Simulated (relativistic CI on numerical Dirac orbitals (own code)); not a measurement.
## Re52+: computed level list

Method of calculation: Dirac-Coulomb-Breit CI, orbitals from a KLI potential per configuration, model QED (radiative potential, 1s self-energy scaled to tabulated hydrogen-like ionisation energies), unscaled Slater integrals (own radial code, finite nucleus).

Configuration list (outside the closed core [Ne]): 3s²3p⁶3d⁵, 3s²3p⁵3d⁶, 3s²3p⁴3d⁷, 3s3p⁶3d⁶, 3p⁶3d⁷, 3s3p⁵3d⁷, 3s²3p⁶3d⁴4s, 3s²3p⁶3d⁴4p, 3s²3p⁴3d⁶4s, 3s²3p⁵3d⁵4s, 3s²3p⁶3d⁴4f, 3p⁶3d⁶4s, 3s²3p⁶3d³4s², 3s²3p⁶3d⁴5s, 3p⁶3d⁵4s². Levels of other configurations are missing.

The lowest level is 3s²3p⁶3d⁵ ²D5/2, with 25 % of that term; Hund's rules for 3s²3p⁶3d⁵ give ⁶S with J = 5/2, of which the calculation keeps J, while another term leads.

| No. | Configuration | Term | J | E (eV) | % | Lifetime (s) |
| --- | --- | --- | --- | --- | --- | --- |
| 1 | 3s²3p⁶3d⁵ | ²D | 5/2 | 0.000 | 25 |  |
| 2 | 3s²3p⁶3d⁵ | ⁶S | 5/2 | 62.840 | 34 | 2.36e-07 |
| 3 | 3s²3p⁶3d⁵ | ⁴G | 7/2 | 75.015 | 32 | 5.05e-07 |
| 4 | 3s²3p⁶3d⁵ | ²H | 11/2 | 76.507 | 45 |  |
| 5 | 3s²3p⁶3d⁵ | ⁴D | 3/2 | 76.784 | 38 | 2.18e-07 |
| 6 | 3s²3p⁶3d⁵ | ²G | 9/2 | 82.294 | 32 | 3.42e-04 |
| 7 | 3s²3p⁶3d⁵ | ²D | 5/2 | 86.045 | 34 | 1.03e-05 |
| 8 | 3s²3p⁶3d⁵ | ⁴P | 1/2 | 89.760 | 41 | 3.93e-05 |
| 9 | 3s²3p⁶3d⁵ | ²F | 7/2 | 90.793 | 39 | 6.54e-06 |
| 10 | 3s²3p⁶3d⁵ | ²D | 3/2 | 108.106 | 62 | 2.70e-06 |
| 11 | 3s²3p⁶3d⁵ | ⁶S | 5/2 | 136.511 | 35 | 1.13e-07 |
| 12 | 3s²3p⁶3d⁵ | ⁴D | 7/2 | 145.766 | 52 | 2.04e-07 |
| 13 | 3s²3p⁶3d⁵ | ⁴G | 11/2 | 146.347 | 50 | 3.02e-07 |
| 14 | 3s²3p⁶3d⁵ | ⁴G | 9/2 | 148.348 | 63 | 3.03e-07 |
| 15 | 3s²3p⁶3d⁵ | ²I | 13/2 | 151.674 | 100 | 1.56e-06 |
| 16 | 3s²3p⁶3d⁵ | ⁴D | 1/2 | 153.265 | 78 | 1.63e-07 |
| 17 | 3s²3p⁶3d⁵ | ⁴P | 3/2 | 154.137 | 53 | 1.18e-07 |
| 18 | 3s²3p⁶3d⁵ | ²F | 5/2 | 155.668 | 42 | 2.13e-07 |
| 19 | 3s²3p⁶3d⁵ | ²H | 9/2 | 160.973 | 53 | 1.82e-07 |
| 20 | 3s²3p⁶3d⁵ | ²G | 7/2 | 163.786 | 61 | 5.93e-07 |
| 21 | 3s²3p⁶3d⁵ | ⁴F | 5/2 | 165.751 | 64 | 1.70e-07 |
| 22 | 3s²3p⁶3d⁵ | ²D | 3/2 | 166.413 | 84 | 4.44e-07 |
| 23 | 3s²3p⁶3d⁵ | ⁴P | 1/2 | 172.557 | 44 | 2.24e-07 |
| 24 | 3s²3p⁶3d⁵ | ²G | 7/2 | 172.564 | 47 | 3.33e-07 |
| 25 | 3s²3p⁶3d⁵ | ²G | 9/2 | 181.916 | 79 | 5.84e-07 |
| 26 | 3s²3p⁶3d⁵ | ²P | 3/2 | 197.882 | 74 | 5.64e-07 |
| 27 | 3s²3p⁶3d⁵ | ²D | 5/2 | 201.496 | 79 | 3.27e-07 |
| 28 | 3s²3p⁶3d⁵ | ⁴P | 5/2 | 220.161 | 34 | 7.52e-08 |
| 29 | 3s²3p⁶3d⁵ | ²F | 7/2 | 229.625 | 28 | 1.09e-07 |
| 30 | 3s²3p⁶3d⁵ | ²H | 11/2 | 231.333 | 54 | 1.40e-07 |
| 31 | 3s²3p⁶3d⁵ | ⁴D | 3/2 | 232.765 | 31 | 8.74e-08 |
| 32 | 3s²3p⁶3d⁵ | ²G | 9/2 | 238.961 | 53 | 1.54e-07 |
| 33 | 3s²3p⁶3d⁵ | ²D | 5/2 | 243.629 | 60 | 1.40e-07 |
| 34 | 3s²3p⁶3d⁵ | ²G | 7/2 | 247.359 | 51 | 1.53e-07 |
| 35 | 3s²3p⁶3d⁵ | ²P | 1/2 | 255.141 | 48 | 1.48e-07 |
| 36 | 3s²3p⁶3d⁵ | ²D | 3/2 | 271.484 | 74 | 1.16e-07 |
| 37 | 3s²3p⁶3d⁵ | ²D | 5/2 | 312.269 | 38 | 6.46e-08 |
| 38 | 3p⁵3d⁶(3F) | ⁴G° | 11/2 | 385.198 | 42 | 5.45e-11 |
| 39 | 3p⁵3d⁶(1D) | ²D° | 5/2 | 393.318 | 31 | 4.57e-11 |
| 40 | 3p⁵3d⁶(3F) | ⁴F° | 9/2 | 395.214 | 41 | 5.57e-11 |
| 41 | 3p⁵3d⁶(3P) | ⁴D° | 7/2 | 399.333 | 43 | 6.74e-12 |
| 42 | 3p⁵3d⁶(1D) | ²P° | 1/2 | 404.976 | 40 | 5.90e-11 |
| 43 | 3p⁵3d⁶(3F) | ⁴D° | 7/2 | 421.981 | 30 | 1.53e-12 |
| 44 | 3p⁵3d⁶(1S) | ²P° | 3/2 | 425.134 | 38 | 5.04e-11 |
| 45 | 3p⁵3d⁶(3F) | ²D° | 5/2 | 441.478 | 24 | 5.24e-13 |
| 46 | 3s²3p⁵3d⁶ | ²P° | 3/2 | 442.735 | 22 | 5.64e-13 |
| 47 | 3p⁵3d⁶(5D) | ⁶F° | 9/2 | 455.211 | 48 | 2.92e-11 |
| 48 | 3p⁵3d⁶(5D) | ⁶F° | 11/2 | 455.975 | 44 | 3.53e-11 |
| 49 | 3p⁵3d⁶(3G) | ⁴H° | 13/2 | 460.900 | 71 | 2.23e-11 |
| 50 | 3p⁵3d⁶(5D) | ⁴P° | 5/2 | 464.100 | 23 | 1.18e-11 |
| 51 | 3p⁵3d⁶(3F) | ²D° | 3/2 | 464.786 | 28 | 1.41e-11 |
| 52 | 3p⁵3d⁶(3F) | ⁴F° | 7/2 | 464.811 | 37 | 4.44e-12 |
| 53 | 3p⁵3d⁶(5D) | ⁶D° | 9/2 | 468.771 | 20 | 4.03e-12 |
| 54 | 3p⁵3d⁶(3H) | ⁴I° | 15/2 | 469.748 | 71 | 7.35e-11 |
| 55 | 3p⁵3d⁶(3G) | ²F° | 7/2 | 470.294 | 37 | 7.16e-12 |
| 56 | 3p⁵3d⁶(3P) | ⁴P° | 1/2 | 472.174 | 30 | 2.31e-11 |
| 57 | 3p⁵3d⁶(3F) | ⁴D° | 3/2 | 477.413 | 26 | 5.88e-12 |
| 58 | 3p⁵3d⁶(1F) | ²G° | 9/2 | 477.626 | 30 | 9.79e-12 |
| 59 | 3p⁵3d⁶(3H) | ²I° | 13/2 | 478.223 | 46 | 4.07e-12 |
| 60 | 3p⁵3d⁶(3G) | ⁴G° | 11/2 | 478.283 | 36 | 3.34e-12 |
| 61 | 3p⁵3d⁶(3D) | ⁴D° | 7/2 | 481.085 | 32 | 1.58e-11 |
| 62 | 3p⁵3d⁶(3P) | ⁴D° | 5/2 | 484.658 | 24 | 2.37e-12 |
| 63 | 3p⁵3d⁶(1F) | ²G° | 9/2 | 490.696 | 38 | 7.09e-12 |
| 64 | 3p⁵3d⁶(3P) | ⁴D° | 5/2 | 490.980 | 33 | 1.64e-12 |
| 65 | 3p⁵3d⁶(3F) | ⁴D° | 3/2 | 492.801 | 30 | 3.85e-12 |
| 66 | 3p⁵3d⁶(1F) | ²F° | 7/2 | 497.403 | 32 | 5.48e-12 |
| 67 | 3p⁵3d⁶(1G) | ²H° | 11/2 | 498.034 | 56 | 4.35e-11 |
| 68 | 3p⁵3d⁶(1G) | ²F° | 5/2 | 498.708 | 28 | 1.32e-12 |
| 69 | 3p⁵3d⁶(1G) | ²G° | 7/2 | 499.987 | 22 | 1.19e-12 |
| 70 | 3p⁵3d⁶(3P) | ²D° | 3/2 | 501.448 | 37 | 1.71e-12 |

Energies count from the lowest computed level; ° marks odd parity; lifetimes are radiative, by E1, M1, E2, M2 decay to levels of this space only; some are left blank where a channel outside the calculation adds to the decay or the decay crosses a small, uncertain gap. Percentages are summed over parent terms; the parents shown are those of the largest component, closed shells are left out there.

The mean weight of the leading LS term, summed over parents, in these 70 levels is 44 %, and that of the leading jj configuration (from the same eigenvectors) 96 %, so jj coupling describes them better and the LS labels are nominal.

At this charge energies of transitions that change n are usually good to better than 1 %, and those within a shell (Δn = 0) to a few per cent.

LS names give the leading component of a level, which can be under half, so a name can repeat, a term be missing and a line seem to break the LS rules.
